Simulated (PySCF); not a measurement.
PySCF input (M06-2X/def2-TZVPD):

```python
from pyscf import gto, scf, dft

mol = gto.M(
    atom='''
    Ba   -0.00000000   -0.00000000   -0.24333519
    O     0.00000000    0.00000000    1.70334633
    ''',
    basis='def2-tzvpd',
    ecp='def2-tzvp',
    charge=1,
    spin=1,
    symmetry='C2v',
    verbose=4,
)

mf = dft.UKS(mol, xc='m062x').density_fit(auxbasis='def2-universal-jkfit')
mf.grids.level = 4
mf.conv_tol = 1e-9
mf.max_cycle = 100
mf.max_memory = 1500
mf.kernel()
if not mf.converged:
    mf = mf.newton()
    mf.kernel(mf.make_rdm1())
mf.analyze()
```

End of the output:

```
Extra cycle  E= -100.395939763833  delta_E= -2.43e-12  |g|= 8.68e-07  |ddm|= 3.07e-06
converged SCF energy = -100.395939763833  <S^2> = 0.75609827  2S+1 = 2.006089
**** SCF Summaries ****
Total Energy =                        -100.395939763833454
Nuclear Repulsion Energy =              21.746842736556108
One-electron Energy =                 -185.553143195508312
Two-electron Energy =                   63.410360695118754
Two-electron Coulomb Energy =           75.476470874240206
DFT Exchange-Correlation Energy =      -12.066110179121454
HOMO-LUMO gap [eV] =                     7.411096586074342
Wave-function symmetry = A1
alpha occupancy for each irrep:     A1   A2   B1   B2
                                     5    0    2    2
beta  occupancy for each irrep:     A1   A2   B1   B2
                                     4    0    2    2
**** MO energy ****
alpha MO #1 (A1 #1), energy= -19.8164232101976 occ= 1
alpha MO #2 (A1 #2), energy= -1.60778413036057 occ= 1
alpha MO #3 (A1 #3), energy= -1.26990751015781 occ= 1
alpha MO #4 (B1 #1), energy= -0.97457046554594 occ= 1
alpha MO #5 (B2 #1), energy= -0.974570465545944 occ= 1
alpha MO #6 (A1 #4), energy= -0.943246913386229 occ= 1
alpha MO #7 (A1 #5), energy= -0.590721720544494 occ= 1
alpha MO #8 (B1 #2), energy= -0.584404734458296 occ= 1
alpha MO #9 (B2 #2), energy= -0.584404734458292 occ= 1
alpha MO #10 (A1 #6), energy= -0.20932375509377 occ= 0
alpha MO #11 (A2 #1), energy= -0.166651727345258 occ= 0
alpha MO #12 (A1 #7), energy= -0.166651699017013 occ= 0
alpha MO #13 (B1 #3), energy= -0.150717587550279 occ= 0
alpha MO #14 (B2 #3), energy= -0.15071758755028 occ= 0
alpha MO #15 (A1 #8), energy= -0.136188597412715 occ= 0
alpha MO #16 (B1 #4), energy= -0.109779008083653 occ= 0
alpha MO #17 (B2 #4), energy= -0.109779008083653 occ= 0
alpha MO #18 (A1 #9), energy= -0.0771207098562059 occ= 0
alpha MO #19 (A1 #10), energy= -0.0594881263367226 occ= 0
alpha MO #20 (B1 #5), energy= -0.0447860627348539 occ= 0
alpha MO #21 (B2 #5), energy= -0.044786062734859 occ= 0
alpha MO #22 (A1 #11), energy= -0.0334107971742293 occ= 0
alpha MO #23 (A2 #2), energy= -0.0310490784709563 occ= 0
alpha MO #24 (A1 #12), energy= -0.0310389987922499 occ= 0
alpha MO #25 (B1 #6), energy= -0.0290602686655941 occ= 0
alpha MO #26 (B2 #6), energy= -0.0290602686655962 occ= 0
alpha MO #27 (A1 #13), energy= 0.0185956672073619 occ= 0
alpha MO #28 (A1 #14), energy= 0.0285127630918983 occ= 0
alpha MO #29 (B1 #7), energy= 0.0373942632800736 occ= 0
alpha MO #30 (B2 #7), energy= 0.0373942632800711 occ= 0
alpha MO #31 (A1 #15), energy= 0.147948465859908 occ= 0
alpha MO #32 (A1 #16), energy= 0.24745882941702 occ= 0
alpha MO #33 (A2 #3), energy= 0.247462526826173 occ= 0
alpha MO #34 (B1 #8), energy= 0.29228865274967 occ= 0
alpha MO #35 (B2 #8), energy= 0.292288652749667 occ= 0
alpha MO #36 (A1 #17), energy= 0.403063975448748 occ= 0
alpha MO #37 (A1 #18), energy= 0.42074229307929 occ= 0
alpha MO #38 (A2 #4), energy= 0.420742420656881 occ= 0
alpha MO #39 (A1 #19), energy= 0.446181655168832 occ= 0
alpha MO #40 (B1 #9), energy= 0.476416592353004 occ= 0
alpha MO #41 (B2 #9), energy= 0.476416592353004 occ= 0
alpha MO #42 (A1 #20), energy= 0.478948861192695 occ= 0
alpha MO #43 (B1 #10), energy= 0.527570095007655 occ= 0
alpha MO #44 (B2 #10), energy= 0.527570095007649 occ= 0
alpha MO #45 (A1 #21), energy= 0.680893564227784 occ= 0
alpha MO #46 (B1 #11), energy= 0.743022617056718 occ= 0
alpha MO #47 (B2 #11), energy= 0.743022617056671 occ= 0
alpha MO #48 (A1 #22), energy= 0.77590206636938 occ= 0
alpha MO #49 (A2 #5), energy= 0.775972974834644 occ= 0
alpha MO #50 (B1 #12), energy= 0.812639262217216 occ= 0
alpha MO #51 (B2 #12), energy= 0.812639262217206 occ= 0
alpha MO #52 (A1 #23), energy= 0.863464934028389 occ= 0
alpha MO #53 (A1 #24), energy= 0.950209133054919 occ= 0
alpha MO #54 (A2 #6), energy= 1.58564620167593 occ= 0
alpha MO #55 (A1 #25), energy= 1.5857226632414 occ= 0
alpha MO #56 (B1 #13), energy= 1.64827793595058 occ= 0
alpha MO #57 (B2 #13), energy= 1.64827793595059 occ= 0
alpha MO #58 (A1 #26), energy= 1.91637520034825 occ= 0
alpha MO #59 (B1 #14), energy= 2.60208259829524 occ= 0
alpha MO #60 (B2 #14), energy= 2.60208259829523 occ= 0
alpha MO #61 (A1 #27), energy= 2.77696392083803 occ= 0
alpha MO #62 (A1 #28), energy= 2.98050141864216 occ= 0
alpha MO #63 (A1 #29), energy= 4.95755088462853 occ= 0
alpha MO #64 (A2 #7), energy= 4.95810612619038 occ= 0
alpha MO #65 (B1 #15), energy= 4.96147626638562 occ= 0
alpha MO #66 (B2 #15), energy= 4.96147626638561 occ= 0
alpha MO #67 (B1 #16), energy= 5.00636578532088 occ= 0
alpha MO #68 (B2 #16), energy= 5.0063657853212 occ= 0
alpha MO #69 (A1 #30), energy= 5.08464895216625 occ= 0
alpha MO #70 (B1 #17), energy= 6.13915149394058 occ= 0
alpha MO #71 (B2 #17), energy= 6.13915149394059 occ= 0
alpha MO #72 (A2 #8), energy= 6.19150996218704 occ= 0
alpha MO #73 (A1 #31), energy= 6.19172785390604 occ= 0
alpha MO #74 (B1 #18), energy= 6.2773182199626 occ= 0
alpha MO #75 (B2 #18), energy= 6.2773182199626 occ= 0
alpha MO #76 (A1 #32), energy= 6.36045439303309 occ= 0
alpha MO #77 (A1 #33), energy= 13.2800089719491 occ= 0
alpha MO #78 (A1 #34), energy= 26.008980545687 occ= 0
alpha MO #79 (A1 #35), energy= 43.3836918502231 occ= 0
alpha MO #80 (A1 #36), energy= 256.752846030718 occ= 0
beta  MO #1 (A1 #1), energy= -19.8012500471251 occ= 1
beta  MO #2 (A1 #2), energy= -1.59982108659711 occ= 1
beta  MO #3 (A1 #3), energy= -1.20966263676661 occ= 1
beta  MO #4 (B1 #1), energy= -0.971347466847648 occ= 1
beta  MO #5 (B2 #1), energy= -0.971347466847652 occ= 1
beta  MO #6 (A1 #4), energy= -0.889936217785596 occ= 1
beta  MO #7 (B1 #2), energy= -0.550757388877599 occ= 1
beta  MO #8 (B2 #2), energy= -0.550757388877598 occ= 1
beta  MO #9 (A1 #5), energy= -0.278404610499191 occ= 0
beta  MO #10 (A1 #6), energy= -0.209652550586373 occ= 0
beta  MO #11 (A1 #7), energy= -0.16622491089851 occ= 0
beta  MO #12 (A2 #1), energy= -0.166217996699098 occ= 0
beta  MO #13 (B1 #3), energy= -0.150328592205933 occ= 0
beta  MO #14 (B2 #3), energy= -0.150328592205931 occ= 0
beta  MO #15 (A1 #8), energy= -0.119532782167749 occ= 0
beta  MO #16 (B1 #4), energy= -0.1053779911755 occ= 0
beta  MO #17 (B2 #4), energy= -0.1053779911755 occ= 0
beta  MO #18 (A1 #9), energy= -0.0782599710751617 occ= 0
beta  MO #19 (A1 #10), energy= -0.0603489902948436 occ= 0
beta  MO #20 (B1 #5), energy= -0.0435348502934272 occ= 0
beta  MO #21 (B2 #5), energy= -0.0435348502934291 occ= 0
beta  MO #22 (A1 #11), energy= -0.0296579093947322 occ= 0
[...]
```

This state (charge 1, doublet) is run at the relaxed geometry of the species with charge 0 and multiplicity 1.
